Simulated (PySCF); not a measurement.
One molecule, one basis, several functionals.

Species: B₂Cl₂F₂H₂Si.
SMILES: `FB(F)[SiH2]B(Cl)Cl`

Torsions of this conformer, `[F:1][B:2]([F:3])[SiH2:4][B:5]([Cl:6])[Cl:7]`: F1–B2–Si4–B5 -90°, B2–Si4–B5–Cl6 89°.

PySCF, pcSseg-1 basis, density fitting, gas phase, PBE0-D3(BJ)/def2-SVP geometry. One functional is left out:

```json
{"functional": "BLYP", "exact exchange (%)": "0", "HOMO energy (eV)": "-7.09", "LUMO energy (eV)": "-3.11", "dipole moment (D)": "0.865"}
{"functional": "OPBE", "exact exchange (%)": "0", "HOMO energy (eV)": "-7.23", "LUMO energy (eV)": "-3.24", "dipole moment (D)": "0.830"}
{"functional": "PBE0", "exact exchange (%)": "25", "HOMO energy (eV)": "-8.55", "LUMO energy (eV)": "-2.53", "dipole moment (D)": "1.076"}
{"functional": "BHandHLYP", "exact exchange (%)": "50", "HOMO energy (eV)": "-9.73", "LUMO energy (eV)": "-1.52", "dipole moment (D)": "1.293"}
```

Q: Predict the row of mPW1PW91 (25 % exact exchange) by straight lines through the other rows, and check it.

A: 
```csv
property,line,computed,computed − line,"PBE0 (25 %), for comparison"
HOMO energy (eV),-8.47,-8.59,-0.12,-8.55
LUMO energy (eV),-2.40,-2.54,-0.14,-2.53
dipole moment (D),1.072,1.104,+0.032,1.076
```
